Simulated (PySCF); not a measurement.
# meta-Cyanophenol: full NMR table

```
Formula                               : C7H5NO
SMILES                                : N#Cc1cccc(O)c1
Point group of the computed structure : Cs
Degrees of unsaturation               : 6
Carbon signals                        : 7
Proton signals                        : 5
```

Molfile (atoms numbered from 1):
```
C7H5NO
     RDKit          3D

 14 14  0  0  0  0  0  0  0  0999 V2000
    3.3069   -1.6606   -0.3561 N   0  0  0  0  0  0  0  0  0  0  0  0
    2.3235   -1.0837   -0.2368 C   0  0  0  0  0  0  0  0  0  0  0  0
    1.1110   -0.3712   -0.0875 C   0  0  0  0  0  0  0  0  0  0  0  0
    1.1386    0.9963    0.1789 C   0  0  0  0  0  0  0  0  0  0  0  0
   -0.0562    1.6787    0.3235 C   0  0  0  0  0  0  0  0  0  0  0  0
   -1.2643    1.0183    0.2077 C   0  0  0  0  0  0  0  0  0  0  0  0
   -1.2928   -0.3508   -0.0571 C   0  0  0  0  0  0  0  0  0  0  0  0
   -2.5017   -0.9550   -0.1579 O   0  0  0  0  0  0  0  0  0  0  0  0
   -0.1023   -1.0476   -0.2067 C   0  0  0  0  0  0  0  0  0  0  0  0
    2.0861    1.5050    0.2697 H   0  0  0  0  0  0  0  0  0  0  0  0
   -0.0451    2.7379    0.5297 H   0  0  0  0  0  0  0  0  0  0  0  0
   -2.2016    1.5396    0.3186 H   0  0  0  0  0  0  0  0  0  0  0  0
   -2.3935   -1.8976   -0.3340 H   0  0  0  0  0  0  0  0  0  0  0  0
   -0.1095   -2.1097   -0.4142 H   0  0  0  0  0  0  0  0  0  0  0  0
  1  2  3  0
  2  3  1  0
  3  4  1  0
  4  5  2  0
  5  6  1  0
  6  7  2  0
  7  8  1  0
  7  9  1  0
  9  3  2  0
  4 10  1  0
  5 11  1  0
  6 12  1  0
  8 13  1  0
  9 14  1  0
M  END
```

Calculated, not measured (PySCF 2.14): NMR shieldings at PBE0/pcSseg-1/GIAO, GFN2-xTB structure. Non-relativistic Hamiltonian, one computed conformer, no solvent.

Scale: 1H (σref 31.72), 13C (σref 186.93) vs TMS; NH3 for 15N (σref 267.73); 17O (σref 336.08) against H2O (reference shieldings calculated alike).

```tsv
carbon	δC, type	δH (multiplicity)	HMBC from (2–3 bonds)	span of the C tensor (ppm)
C2	124.2, C	–	H10, H14	354
C3	118.5, C	–	H11, H10, H14	204
C4	131.4, CH	7.49 (d)	H11, H12, H14	224
C5	136.5, CH	7.69 (m)	H10, H12	236
C6	124.5, CH	7.39 (d)	H11, H10, H14	194
C7	163.7, C	–	H11, H12, H14	191
C9	122.6, CH	7.02 (s)	H10, H12	175
```

Other nuclei:
```json
{"atoms": "H13", "nucleus": "1H", "environment": "hydrogen on a phenol-type oxygen", "δ (ppm)": "4.55", "σ (ppm)": "27.16"}
{"atoms": "N1", "nucleus": "15N", "environment": "nitrile nitrogen", "δ (ppm)": "316.0", "σ (ppm)": "-48.3"}
{"atoms": "O8", "nucleus": "17O", "environment": "phenol-type oxygen", "δ (ppm)": "128.0", "σ (ppm)": "208.1"}
```

1. Carbon types of the structure: 3 × C, 4 × CH, leaving 1 H on heteroatoms.
2. δC 163.7: aromatic carbon bearing oxygen; the electronegative substituent deshields the carbon that carries it.
3. δC 136.5, 131.4, 124.5, 122.6: aromatic CH.
4. δC 124.2: nitrile carbon; this is the usual window of a C≡N carbon, which has no attached hydrogen.
5. δC 118.5: substituted aromatic carbon.
6. δH 4.55: hydrogen on a phenol-type oxygen; labile proton, position sensitive to the medium.

OH/NH shifts are gas-phase values; hydrogen bonding in solution moves them, usually downfield. Shifts are as computed. Against solution values, carbons near 30 ppm lie about +3 ppm off and those near 130 ppm about +5 ppm. Of 1211 compounds with measured shifts, 218 miss one by over three times the rms of a fit or turn the order of signals round; such compounds aren't used in these exercises. Experimental scales use liquid or dissolved standards, which lie at an offset from isolated NH3 (liquid NH3: subtract about 20 ppm) and H2O (liquid H2O: subtract about 36 ppm). Unscaled 15N shifts of sp2 nitrogen come out 20 to 40 ppm too high even then. No couplings were computed; multiplicities are counted from neighbouring protons, with m where these are inequivalent, close in shift, in a saturated or five-membered ring or joined by F or P, and br s for small geminal =CH2 splittings.
